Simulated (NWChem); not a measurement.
System: BF

NWChem input:

```
start job
memory heap 200 mb stack 900 mb global 1100 mb
geometry units angstroms noautosym nocenter noautoz
  B      0.000000     0.000000    -0.815066
  F      0.000000     0.000000     0.459570
end
basis spherical
  * library def2-svp
end
dft
  xc pbe0
  iterations 150
end
property
  response 1 0.0
end
task dft property
```

NWChem printed, in part:

```
             Northwest Computational Chemistry Package (NWChem) 7.3.0
             --------------------------------------------------------

                             Geometry "geometry" -> ""
                             -------------------------

 Output coordinates in angstroms (scale by  1.889725989 to convert to a.u.)

  No.       Tag          Charge          X              Y              Z
 ---- ---------------- ---------- -------------- -------------- --------------
    1 B                    5.0000     0.00000000     0.00000000    -0.81506600
    2 F                    9.0000     0.00000000     0.00000000     0.45957000

 Effective nuclear repulsion energy (a.u.)      18.6821776609

                              NWChem Property Module
                              ----------------------

                                 NWChem DFT Module
                                 -----------------

 Summary of "ao basis" -> "ao basis" (spherical)
 ------------------------------------------------------------------------------
       Tag                 Description            Shells   Functions and Types
 ---------------- ------------------------------  ------  ---------------------
 B                          def2-svp                 6       14   3s2p1d
 F                          def2-svp                 6       14   3s2p1d

            General Information
            -------------------
          SCF calculation type: DFT
          Wavefunction type:  closed shell.
          No. of atoms     :     2
          No. of electrons :    14
           Alpha electrons :     7
            Beta electrons :     7
          Charge           :     0
          Spin multiplicity:     1
          Use of symmetry is: off; symmetry adaption is: off
          Maximum number of iterations: 150
          AO basis - number of functions:    28
                     number of shells:    12
          Convergence on energy requested:  1.00D-06
          Convergence on density requested:  1.00D-05
          Convergence on gradient requested:  5.00D-04

              XC Information
              --------------
                         PBE0 Method XC Functional
                     Hartree-Fock (Exact) Exchange  0.250
          PerdewBurkeErnzerhof Exchange Functional  0.750
            Perdew 1991 LDA Correlation Functional  1.000 local
           PerdewBurkeErnz. Correlation Functional  1.000 non-local

             Grid Information
             ----------------
          Grid used for XC integration:  medium
          Radial quadrature: Mura-Knowles
          Angular quadrature: Lebedev.
          Tag              B.-S. Rad. Rad. Pts. Rad. Cut. Ang. Pts.
          ---              ---------- --------- --------- ---------
          B                   0.85       49           5.0       434
          F                   0.50       49           6.0       434
          Grid pruning is: on
          Number of quadrature shells:    98
          Spatial weights used:  Erf1

      Superposition of Atomic Density Guess
      -------------------------------------

 Sum of atomic energies:        -123.79650604

      Non-variational initial energy
      ------------------------------

 Total energy =    -124.026649
 1-e energy   =    -208.056994
 2-e energy   =      65.348167
 HOMO         =      -0.313113
 LUMO         =       0.051819

   convergence    iter        energy       DeltaE   RMS-Dens  Diis-err
 ---------------- ----- ----------------- --------- --------- ---------
 d= 0,ls=0.0,diis     1   -124.3898581841 -1.43D+02  2.77D-02  2.84D-01
 d= 0,ls=0.0,diis     2   -124.3538433862  3.60D-02  1.33D-02  8.28D-01
 d= 0,ls=0.0,diis     3   -124.4266804089 -7.28D-02  2.35D-03  2.59D-03
 d= 0,ls=0.0,diis     4   -124.4269260679 -2.46D-04  3.96D-04  1.35D-04
 d= 0,ls=0.0,diis     5   -124.4269421300 -1.61D-05  2.21D-05  4.18D-07
 d= 0,ls=0.0,diis     6   -124.4269421841 -5.41D-08  3.26D-06  3.64D-09

         Total DFT energy =     -124.426942184065
      One electron energy =     -208.327388581398
           Coulomb energy =       79.503276441948
    Exchange-Corr. energy =      -14.285007705521
 Nuclear repulsion energy =       18.682177660906

 Numeric. integr. density =       13.999997507004

                       DFT Final Molecular Orbital Analysis
                       ------------------------------------

 Vector    5  Occ=2.000000D+00  E=-5.443894D-01
              MO Center= -3.0D-13,  4.8D-11,  3.5D-01, r^2= 5.6D-01
   Bfn.  Coefficient  Atom+Function         Bfn.  Coefficient  Atom+Function
  ----- ------------  ---------------      ----- ------------  ---------------
    19     -0.466413  2 F  py                18      0.443898  2 F  px
    22      0.298105  2 F  py                21     -0.283714  2 F  px
     5     -0.120778  1 B  py                 4      0.114948  1 B  px
     8      0.040926  1 B  py                 7     -0.038951  1 B  px
    11      0.031387  1 B  d -1              13      0.029872  1 B  d  1

 Vector    6  Occ=2.000000D+00  E=-5.443894D-01
              MO Center=  6.2D-10,  5.8D-10,  3.5D-01, r^2= 5.6D-01
   Bfn.  Coefficient  Atom+Function         Bfn.  Coefficient  Atom+Function
  ----- ------------  ---------------      ----- ------------  ---------------
    18      0.466413  2 F  px                19      0.443898  2 F  py
    21     -0.298105  2 F  px                22     -0.283714  2 F  py
     4      0.120778  1 B  px                 5      0.114948  1 B  py
     7     -0.040926  1 B  px                 8     -0.038951  1 B  py
    13      0.031387  1 B  d  1              11     -0.029872  1 B  d -1

 Vector    7  Occ=2.000000D+00  E=-2.908254D-01
              MO Center= -2.5D-09, -1.8D-09, -1.2D+00, r^2= 1.3D+00
   Bfn.  Coefficient  Atom+Function         Bfn.  Coefficient  Atom+Function
  ----- ------------  ---------------      ----- ------------  ---------------
     2      0.513032  1 B  s                  3      0.478283  1 B  s
     6      0.345277  1 B  pz                 1      0.226306  1 B  s
    20     -0.163830  2 F  pz                 9     -0.105895  1 B  pz
    16     -0.081650  2 F  s                 23      0.071648  2 F  pz
    17     -0.056392  2 F  s                 12     -0.047013  1 B  d  0

 Vector    8  Occ=0.000000D+00  E=-3.617044D-02
              MO Center= -7.2D-11,  2.0D-09, -7.9D-01, r^2= 2.0D+00
   Bfn.  Coefficient  Atom+Function         Bfn.  Coefficient  Atom+Function
  ----- ------------  ---------------      ----- ------------  ---------------
     5      0.585772  1 B  py                 8     -0.584743  1 B  py
    19     -0.264051  2 F  py                22      0.256382  2 F  py
     4     -0.048198  1 B  px                 7      0.048113  1 B  px

 Vector    9  Occ=0.000000D+00  E=-3.617044D-02
              MO Center=  3.2D-09,  3.2D-10, -7.9D-01, r^2= 2.0D+00
   Bfn.  Coefficient  Atom+Function         Bfn.  Coefficient  Atom+Function
  ----- ------------  ---------------      ----- ------------  ---------------
     4      0.585772  1 B  px                 7     -0.584743  1 B  px
    18     -0.264051  2 F  px                21      0.256382  2 F  px
     5      0.048198  1 B  py                 8     -0.048113  1 B  py

 Vector   10  Occ=0.000000D+00  E= 1.167411D-01
              MO Center= -4.2D-11, -7.2D-11, -2.4D-01, r^2= 3.7D+00
   Bfn.  Coefficient  Atom+Function         Bfn.  Coefficient  Atom+Function
  ----- ------------  ---------------      ----- ------------  ---------------
     9      1.072404  1 B  pz                 3      0.957371  1 B  s
    17     -0.771583  2 F  s                  2     -0.288673  1 B  s
     6     -0.227919  1 B  pz                16     -0.169301  2 F  s
    23      0.105206  2 F  pz                15     -0.092295  2 F  s
    20     -0.071427  2 F  pz

     Multipole analysis of the density
     ---------------------------------

     L   x y z        total         alpha         beta         nuclear
     -   - - -        -----         -----         ----         -------
     0   0 0 0     -0.000000     -7.000000     -7.000000     14.000000

     1   1 0 0      0.000000      0.000000      0.000000      0.000000
     1   0 1 0      0.000000      0.000000      0.000000      0.000000
     1   0 0 1      0.450516      0.167810      0.167810      0.114895

     2   2 0 0     -7.790907     -3.895453     -3.895453      0.000000
     2   1 1 0      0.000000      0.000000      0.000000      0.000000
     2   1 0 1     -0.000000     -0.000000     -0.000000      0.000000
     2   0 2 0     -7.790907     -3.895453     -3.895453      0.000000
     2   0 1 1     -0.000000     -0.000000     -0.000000      0.000000
     2   0 0 2    -10.641932    -14.645915    -14.645915     18.649898

 *** CALLING NEW AORESP DRIVER FOR CLOSED AND OPEN SHELLS ***
 Entering AOResponse driver routine

--------------------------------------------------------------------------------

          -----------------------------------------------
          Solving response equations for perturbing field
          -----------------------------------------------

 number of frequencies:     1
 frequency in a.u.:  0.0000000E+00
 Perturbing field: electric
 Using El. Dipole Length Gauge

 Setting up CPKS with frequency omega =      0.00000000 a.u.

 STATIC response

                                NWChem CPHF Module
                                ------------------

  scftype          =     RHF
  nclosed          =        7
  nopen            =        0
  variables        =      147
  # of vectors     =        3
  tolerance        = 0.10D-03
  level shift      = 0.00D+00
  max iterations   =       50
  max subspace     =       30

 SCF residual:    1.6552514295639885E-005

Iterative solution of linear equations
  No. of variables      147
  No. of equations        3
  Maximum subspace       30
        Iterations       50
       Convergence  1.0D-04

   iter   nsub   residual    time
   ----  ------  --------  ---------
     1      3    2.65D+00       0.3
     2      6    2.11D+00       0.4
     3      9    2.11D-01       0.5
     4     12    1.19D-02       0.6
     5     15    2.50D-03       0.8
     6     18    2.89D-04       0.8
     7     21    1.50D-05       0.9

 Electric Dipole Response Matrix (nonzero elements):

              1        2        3
    1   18.1907   0.0000  -0.0000
    2    0.0000  18.1907  -0.0000
    3   -0.0000  -0.0000  15.7060

 ------------------------------------------
 average:        17.36246 + I       0.00000

 DFT Linear Response polarizability / au
 Frequency  =       0.0000000 / au
              X              Y              Z
 -----------------------------------------------
 X      18.1906833      0.0000000     -0.0000000
 Y       0.0000000     18.1906833     -0.0000000
 Z      -0.0000000     -0.0000000     15.7060223
 -----------------------------------------------
 Eigenvalues =      18.1906833     18.1906833     15.7060223
 Isotropic   =      17.3624630
 Anisotropic =       2.4846610
 -----------------------------------------------

 Magnetic Dipole Response Matrix (nonzero elements):

 Exiting AOResponse driver routine
```

Level: PBE0/def2-SVP. All runs use the structure optimised with PBE-D3(BJ)/def2-SVP.
